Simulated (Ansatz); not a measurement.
C2H10AlBSi can be A, `B[SiH2][CH2][AlH][CH3]`, or B, `C[SiH2][B](C)[AlH2]`.

Program: Ansatz. Geometries: PBE0-D4/def2-TZVP. ΔE: electronic, gas phase. CCSD(T)/CBS adds triple-zeta CCSD(T) − MP2 to the extrapolated MP2 energy (def2 sets, frozen cores). DFT in def2-TZVPP. B3LYP here is the variant with VWN-RPA as its local correlation; programs differ in this. Each species was taken in one conformer, which may not be the lowest.

A:

Z-matrix (Å, degrees):
```
Si
C 1 1.874
B 1 2.013 2 109.4
H 1 1.495 2 108.8 3 122.9
H 1 1.498 2 113.2 3 -119.2
Al 2 1.949 1 107.5 3 -57.5
H 2 1.093 1 112.5 3 176.9
H 2 1.099 1 107.3 3 58.5
H 3 1.200 1 119.0 2 -49.7
H 3 1.196 1 124.0 2 134.8
C 6 1.959 2 117.1 1 38.0
H 6 1.590 2 122.9 1 -139.2
H 11 1.100 6 114.7 2 19.7
H 11 1.095 6 112.1 2 140.5
H 11 1.096 6 110.3 2 -101.1
```

B:

Z-matrix (Å, degrees):
```
C
Si 1 1.881
H 1 1.094 2 111.0
H 1 1.092 2 111.3 3 -119.7
H 1 1.093 2 111.0 3 120.2
B 2 2.023 1 115.6 3 -58.8
H 2 1.496 1 109.3 3 174.5
H 2 1.499 1 108.9 3 58.5
Al 6 2.120 2 116.6 1 18.8
C 6 1.562 2 116.9 1 -159.1
H 9 1.597 6 121.0 2 -91.7
H 9 1.596 6 121.7 2 83.0
H 10 1.092 6 116.9 2 -154.9
H 10 1.106 6 101.8 2 90.6
H 10 1.094 6 115.9 2 -23.1
```

Q: Which is lower in electronic energy at CCSD(T)/CBS, and by how much? (Best estimate.)

A: Ansatz gave: A, by 31.4 kJ/mol.

Q: Give E(B) − E(A) in kJ/mol with MP2/def2-TZVPP, B2PLYP, ωB97M-V, CCSD/def2-TZVPP, HF/def2-TZVPP, B3LYP, PBE0-D4. (An estimate is asked.)

A: The calculation gave: MP2/def2-TZVPP 39.4, B2PLYP 27.8, ωB97M-V 33.7, CCSD/def2-TZVPP 28.9, HF/def2-TZVPP 21.6, B3LYP 20.1, PBE0-D4 20.5. None reverses the order clearly.

Largest T1 diagnostic: 0.012.

The D4 term adds +4.8 kJ/mol with B3LYP and +2.4 kJ/mol with PBE0; it sums over pairs of atoms, weighted by their polarisabilities, and B3LYP, whose exchange is more repulsive, gets the larger term. In def2-TZVPP, CCSD(T) changes the Hartree–Fock value by +8.7 kJ/mol (the triples alone add +1.4 kJ/mol) and MP2 by +17.9 kJ/mol.
